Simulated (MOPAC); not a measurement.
MOPAC input (PM6):

```
PM6 FORCE THERMO(298,298) PRECISE LET GEO-OK AUX(PRECISION=9) THREADS=1
C4H9N

C    -1.52499175 1    0.23210686 1    0.08818569 1
C    -0.60008514 1   -0.97824586 1    0.35466809 1
C     0.63565987 1   -0.03309395 1    0.33561625 1
C    -0.29516441 1    1.16429972 1   -0.01160563 1
N     1.60120059 1   -0.35487045 1   -0.74292677 1
H    -2.21088314 1    0.46977058 1    0.90749618 1
H    -2.11009534 1    0.15751913 1   -0.83513690 1
H    -0.60341977 1   -1.72507347 1   -0.44937316 1
H    -0.76736522 1   -1.49352019 1    1.30344047 1
H     1.11242009 1    0.06959158 1    1.33308999 1
H    -0.27227492 1    1.98545263 1    0.70869481 1
H    -0.13312448 1    1.57967149 1   -1.01433017 1
H     2.07892058 1   -1.22949163 1   -0.55095813 1
H     2.30660838 1    0.37024560 1   -0.82442567 1
```

From the last part of the output:

```
     H   14   0.660675   4.597492

          HEAT OF FORMATION =       1.799133 KCALS/MOLE

          ZERO POINT ENERGY      73.756 KCAL/MOL

           NORMAL COORDINATE ANALYSIS (Total motion = 1 Angstrom)

   Root No.       1         2         3         4         5         6         7         8

                 1 A"      1 A'      2 A"      2 A'      3 A'      4 A'      3 A"      5 A'

                  93.9     141.0     353.7     433.7     647.9     795.9     839.3     931.5

           1   -0.0054   -0.0070    0.0100    0.0216    0.0457    0.0032   -0.0017   -0.0088
           2    0.0054   -0.0042   -0.0099    0.0213    0.0462    0.0047    0.0016   -0.0083
           3   -0.0003    0.0544    0.0005   -0.0082    0.0009    0.0266   -0.0001    0.0115
           4   -0.0061   -0.0068    0.0072    0.0214    0.0474    0.0042    0.0008   -0.0022
           5   -0.0045   -0.0073    0.0379    0.0095   -0.0396   -0.0066   -0.0021    0.0213
           6   -0.0102   -0.0348   -0.0316   -0.0235   -0.0028    0.0136    0.0305   -0.0203
           7    0.0032   -0.0065   -0.0351    0.0029   -0.0428   -0.0062    0.0040    0.0046
           8   -0.0031   -0.0072    0.0348    0.0063   -0.0451   -0.0066   -0.0039    0.0038
           9    0.0002   -0.0119   -0.0018    0.0641   -0.0361   -0.0074    0.0002   -0.0160
          10    0.0039   -0.0054   -0.0395    0.0105   -0.0397   -0.0073    0.0037    0.0224
          11    0.0067   -0.0086   -0.0059    0.0203    0.0468    0.0048   -0.0023   -0.0031
          12    0.0101   -0.0347    0.0300   -0.0241   -0.0074    0.0130   -0.0303   -0.0191
          13    0.0221    0.0234    0.0439   -0.0495   -0.0108    0.0038   -0.0013   -0.0098
          14   -0.0219    0.0247   -0.0435   -0.0490   -0.0099    0.0034    0.0013   -0.0075
          15    0.0011    0.0210    0.0023    0.0164    0.0193   -0.0083   -0.0001    0.0465
          16   -0.0032    0.0500    0.0443    0.0407    0.0580   -0.1120   -0.0878   -0.0387
          17    0.0032    0.0563   -0.0439    0.0417    0.0593   -0.1184    0.0871   -0.0404
          18   -0.0002    0.1113    0.0023    0.0117    0.0150   -0.1036   -0.0046   -0.0258
          19   -0.0146   -0.0648    0.0069    0.0042    0.0410    0.1202    0.0783    0.0232
          20    0.0144   -0.0592   -0.0069    0.0049    0.0417    0.1152   -0.0777    0.0220
          21   -0.0008    0.1174    0.0004    0.0115    0.0056   -0.1159    0.0041   -0.0272
          22   -0.0114   -0.0641   -0.0056   -0.0023    0.0660   -0.0950   -0.1021   -0.0280
          23    0.0080    0.0118    0.0799    0.0872   -0.0985    0.0152    0.0742   -0.0723
          24   -0.0201   -0.0733   -0.0620   -0.0782    0.0413   -0.0551   -0.0730    0.0193
          25   -0.0010    0.0486    0.0499    0.0459    0.0370    0.1037    0.0942    0.0424
          26   -0.0147   -0.0261    0.0229   -0.0685    0.0139   -0.0320   -0.0891    0.1436
          27   -0.0190   -0.0749   -0.0637   -0.0810    0.0330   -0.0615   -0.0783    0.0251
          28    0.0126   -0.0293   -0.0536    0.0028   -0.0692   -0.0022   -0.0402   -0.0377
          29   -0.0125   -0.0292    0.0531    0.0057   -0.0700   -0.0028    0.0398   -0.0365
          30    0.0007    0.0083   -0.0028    0.0559   -0.0041   -0.0103   -0.0021    0.0288
          31    0.0137   -0.0225   -0.0259   -0.0645    0.0118   -0.0295    0.0856    0.1418
          32    0.0021    0.0444   -0.0468    0.0409    0.0388    0.1001   -0.0892    0.0451
          33    0.0197   -0.0786    0.0649   -0.0868    0.0317   -0.0684    0.0876    0.0303
          34   -0.0091    0.0160   -0.0830    0.0912   -0.1010    0.0188   -0.0786   -0.0730
          35    0.0124   -0.0677    0.0080   -0.0055    0.0671   -0.0975    0.1050   -0.0276
          36    0.0190   -0.0692    0.0574   -0.0733    0.0327   -0.0492    0.0636    0.0170
          37    0.0706    0.0233    0.0361   -0.0507   -0.0096    0.0060   -0.0006   -0.0265
          38    0.3233    0.0258   -0.1006   -0.0547   -0.0075    0.0107    0.0105   -0.0619
          39    0.2170    0.0439    0.0709   -0.0424    0.0585    0.0170   -0.0191   -0.0945
          40   -0.3110    0.0233    0.1044   -0.0520   -0.0105    0.0097   -0.0115   -0.0567
          41   -0.0850    0.0258   -0.0387   -0.0534   -0.0066    0.0070    0.0015   -0.0319
          42   -0.2295    0.0439   -0.0636   -0.0425    0.0585    0.0172    0.0185   -0.0961

   Root No.       9        10        11        12        13        14        15        16

                 6 A'      4 A"      5 A"      6 A"      7 A"      7 A'      8 A'      8 A"

                 956.3     984.1     988.1    1042.0    1069.7    1076.8    1112.4    1128.6

           1   -0.0178   -0.0019   -0.0215   -0.0415    0.0227    0.0350   -0.0036   -0.0107
           2   -0.0180    0.0018    0.0213    0.0412   -0.0225    0.0359   -0.0007    0.0106
           3   -0.0003   -0.0001   -0.0011   -0.0022    0.0012    0.0102    0.0571   -0.0006
           4    0.0058   -0.0022    0.0153    0.0494   -0.0294   -0.0267    0.0022    0.0134
           5    0.0400    0.0231    0.0550   -0.0059    0.0040   -0.0038    0.0054    0.0008
           6   -0.0060   -0.0083    0.0047    0.0014    0.0243   -0.0204   -0.0270    0.0228
           7   -0.0194    0.0154    0.0500    0.0056    0.0055    0.0260   -0.0051   -0.0114
           8   -0.0200   -0.0153   -0.0496   -0.0056   -0.0055    0.0272   -0.0053    0.0113
           9   -0.0079    0.0008    0.0026    0.0003    0.0003    0.0179   -0.0027   -0.0006
          10    0.0402   -0.0236   -0.0546    0.0063   -0.0030   -0.0025    0.0068    0.0005
          11    0.0059    0.0024   -0.0161   -0.0493    0.0280   -0.0277    0.0008   -0.0145
          12   -0.0042    0.0069   -0.0067    0.0015   -0.0260   -0.0192   -0.0268   -0.0221
          13   -0.0253    0.0039    0.0122   -0.0000    0.0024   -0.0135    0.0002   -0.0050
          14   -0.0263   -0.0039   -0.0121    0.0000   -0.0024   -0.0141    0.0001    0.0049
          15   -0.0153    0.0002    0.0006   -0.0000    0.0001   -0.0086   -0.0012   -0.0003
          16   -0.0097   -0.0445    0.0547   -0.0144    0.1997    0.0044   -0.0804    0.0032
          17   -0.0096    0.0441   -0.0542    0.0142   -0.1980    0.0035   -0.0829   -0.0031
          18    0.0028   -0.0023    0.0028   -0.0007    0.0104   -0.0173   -0.0333    0.0002
          19   -0.0125    0.0821   -0.0057   -0.1576   -0.0993    0.0474    0.0760   -0.1050
          20   -0.0127   -0.0814    0.0057    0.1562    0.0984    0.0470    0.0745    0.1041
          21   -0.0015    0.0043   -0.0003   -0.0082   -0.0052   -0.0157   -0.0407   -0.0054
          22    0.0255   -0.0777    0.0635   -0.0375   -0.1087   -0.0943    0.1398    0.0396
          23    0.0450   -0.0890    0.1008   -0.0685   -0.0235   -0.1223    0.0642    0.0828
          24   -0.0008    0.0104   -0.0007   -0.0040   -0.0103    0.0103    0.0193   -0.0068
          25    0.0463    0.0872   -0.0620    0.1022    0.0573   -0.0892   -0.1306    0.0655
          26    0.1029    0.1364   -0.0476    0.0590    0.0168    0.0107   -0.0452   -0.0037
          27    0.0078    0.0081   -0.0035    0.0002   -0.0155    0.0273    0.0255   -0.0142
          28    0.0032    0.0961    0.0110   -0.1335   -0.0185    0.0158   -0.0232    0.2115
          29    0.0022   -0.0953   -0.0109    0.1323    0.0184    0.0169   -0.0228   -0.2097
          30   -0.0186    0.0050    0.0006   -0.0069   -0.0010    0.0187    0.0120    0.0110
          31    0.1020   -0.1351    0.0469   -0.0582   -0.0172    0.0099   -0.0455    0.0034
          32    0.0477   -0.0889    0.0626   -0.1027   -0.0566   -0.0876   -0.1296   -0.0647
          33    0.0107   -0.0106    0.0027    0.0021    0.0176    0.0325    0.0300    0.0178
          34    0.0448    0.0888   -0.1003    0.0679    0.0222   -0.1220    0.0620   -0.0828
          35    0.0259    0.0779   -0.0644    0.0383    0.1094   -0.0949    0.1412   -0.0400
          36    0.0002   -0.0098   -0.0012    0.0056    0.0059    0.0089    0.0153    0.0045
          37    0.0032    0.0062    0.0211    0.0005    0.0045    0.0050   -0.0012   -0.0084
          38    0.0557    0.0120    0.0643    0.0048    0.0225    0.0368   -0.0029   -0.0369
          39    0.2149   -0.0185   -0.1179   -0.0029   -0.0363    0.0952   -0.0086    0.0590
          40    0.0444   -0.0129   -0.0702   -0.0049   -0.0243    0.0318   -0.0025    0.0398
          41    0.0149   -0.0053   -0.0156   -0.0004   -0.0028    0.0103   -0.0017    0.0057
          42    0.2170    0.0181    0.1154    0.0026    0.0353    0.0966   -0.0087   -0.0573

   Root No.      17        18        19        20        21        22        23        24

                 9 A'      9 A"     10 A'     11 A'     10 A"     11 A"     12 A'     12 A"

                1163.8    1175.4    1239.2    1244.5    1264.1    1298.9    1303.3    1311.1

           1   -0.0308   -0.0215   -0.0262    0.0101    0.0384   -0.0007    0.0172    0.0036
           2   -0.0305    0.0213   -0.0263    0.0105   -0.0381    0.0007    0.0172   -0.0036
           3    0.0108   -0.0011    0.0024    0.0049    0.0020   -0.0000   -0.0022    0.0002
           4    0.0263    0.0208    0.0423   -0.0209    0.0096   -0.0195    0.0135   -0.0137
           5   -0.0379    0.0088    0.0142   -0.0311    0.0295    0.0168   -0.0136    0.0010
           6   -0.0214    0.0041   -0.0033   -0.0071    0.0003   -0.0007    0.0036    0.0009
           7    0.0201   -0.0024    0.0044    0.0127    0.0073    0.0101    0.0085    0.0480
           8    0.0236    0.0024    0.0038    0.0120   -0.0073   -0.0100    0.0079   -0.0476
           9    0.0633   -0.0001   -0.0120   -0.0158    0.0004    0.0005   -0.0115    0.0025
          10   -0.0369   -0.0084    0.0140   -0.0305   -0.0294   -0.0169   -0.0139   -0.0011
          11    0.0248   -0.0211    0.0422   -0.0216   -0.0099    0.0193    0.0135    0.0136
          12   -0.0247   -0.0035   -0.0048   -0.0076   -0.0013   -0.0012    0.0022   -0.0017
          13    0.0075   -0.0090   -0.0061   -0.0086   -0.0037   -0.0059   -0.0040   -0.0214
          14    0.0057    0.0089   -0.0051   -0.0069    0.0037    0.0059   -0.0039    0.0212
          15   -0.0339   -0.0005    0.0193    0.0341   -0.0002   -0.0003    0.0031   -0.0011
          16   -0.0532    0.0991   -0.0364   -0.0051   -0.1206   -0.0064   -0.1221    0.0029
          17   -0.0547   -0.0982   -0.0376   -0.0055    0.1196    0.0064   -0.1302   -0.0028
          18   -0.0193    0.0051   -0.0165   -0.0064   -0.0063   -0.0003   -0.1341    0.0001
          19   -0.0244    0.0823   -0.0319    0.0103   -0.1241   -0.0045   -0.1260    0.0017
          20   -0.0244   -0.0815   -0.0313    0.0103    0.1231    0.0044   -0.1194   -0.0017
          21    0.0044    0.0043    0.0164   -0.0027   -0.0064   -0.0002    0.1474    0.0001
          22    0.0690   -0.0758   -0.0613    0.0810   -0.0844    0.1176   -0.0457    0.0107
          23   -0.0841   -0.0741   -0.1070    0.0639   -0.0665   -0.0985    0.0720    0.0899
          24    0.0365    0.0003    0.0082   -0.0051   -0.0032    0.1195   -0.0681   -0.0374
          25    0.0906   -0.0632   -0.0681    0.0596   -0.0832    0.1115   -0.0453    0.0071
          26    0.0780   -0.0809   -0.1076    0.0587   -0.0646   -0.0928    0.0481    0.0811
          27    0.0087   -0.0013   -0.0104   -0.0043    0.0060   -0.1206    0.0632    0.0360
          28    0.0083    0.0303    0.1087    0.2279    0.0116   -0.0251   -0.0275   -0.0668
          29    0.0112   -0.0300    0.1049    0.2196   -0.0115    0.0249   -0.0268    0.0663
          30    0.0548    0.0016   -0.0917   -0.1968    0.0006   -0.0013    0.0182   -0.0035
          31    0.0768    0.0803   -0.1064    0.0584    0.0642    0.0872    0.0451   -0.0791
          32    0.0917    0.0640   -0.0696    0.0599    0.0834   -0.1042   -0.0414   -0.0097
          33    0.0080    0.0022   -0.0124   -0.0044   -0.0070    0.1309    0.0679   -0.0397
          34   -0.0864    0.0734   -0.1069    0.0635    0.0656    0.1054    0.0758   -0.0917
          35    0.0699    0.0764   -0.0619    0.0813    0.0851   -0.1227   -0.0484   -0.0096
          36    0.0285   -0.0005    0.0058   -0.0060    0.0022   -0.1079   -0.0617    0.0332
          37    0.0186   -0.0131   -0.0073   -0.0100   -0.0048   -0.0082   -0.0010   -0.0282
          38    0.0506   -0.0433   -0.0167   -0.0236   -0.0174   -0.0241    0.0014   -0.0924
```
